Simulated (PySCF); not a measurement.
Lowest triplet excitation (TDA) (eV) of eight silicon and germanium compounds: TDA-PBE beside TDA-M06-2X, computed with PySCF for isolated molecules in the bases named; differences from unrounded values. The eight are the first of their class met in an unordered collection, after screening for sound electronic states; none was chosen by its value. Each molecule has one DFT geometry for both levels.

```csv
molecule,basis,TDA-M06-2X,TDA-PBE,difference
"CH₆FNOSi₂, SMILES F[Si@@H]1CN[SiH2]O1",def2-SVPD,5.80,4.87,-0.93
"CH₇FN₂Si, SMILES CN[Si@H](N)F",def2-SVPD,6.56,5.60,-0.95
"ClH6NOSi2, SMILES N[SiH2]O[SiH2]Cl",def2-SVPD,6.68,5.75,-0.93
"C₂H₉FSi₃, SMILES [SiH2]1[Si](C)([SiH2]C1)F",def2-SVPD,4.32,3.89,-0.43
"CH₆ClFSi₂, SMILES [Si@](Cl)([SiH3])(C)F",def2-SVPD,6.18,5.60,-0.58
"CH9FOSi3, SMILES F[SiH2]O[SiH2][SiH2]C",def2-SVPD,5.67,5.09,-0.58
"C2H5NO2Si, SMILES C1N=C[Si@H](O1)O",def2-SVPD,3.64,3.44,-0.20
"Si(H)2(Me)(OMe) (C2H8OSi), SMILES CO[SiH2]C",def2-SVPD,7.16,6.11,-1.06
```

TDA-PBE lies below TDA-M06-2X in 8 and above it in 0 of the eight; the mean signed difference is -0.71 and the largest -1.06 eV.
